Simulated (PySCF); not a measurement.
C4H4, SMILES C1=CC=C1.

The structure is a stationary point at PBE0-D3(BJ)/def2-SVP.

Computed with SMD-ωB97X/def2-SVP in PySCF.

Solvation free energies are E(SMD) − E(gas) at the gas-phase geometry, for 1 M in both phases. In vacuum the dipole moment is 0.00 D.

| solvent | ΔG(solv) (kcal/mol) | its non-electrostatic (CDS) part | dipole (D) |
|---|---|---|---|
| water | -0.4 | 2.5 | 0.00 |
| N,N-dimethylformamide | -3.2 | -0.4 | 0.00 |
| 1-octanol | [?] | [?] | [?] |

Problem. Fill in the missing entries. (Estimate from the structure and the level; the computed values follow.)

Solution. 
- 1-octanol, ΔG(solv) (kcal/mol): -2.7
- 1-octanol, its non-electrostatic (CDS) part: -0.2
- 1-octanol, dipole (D): 0.00
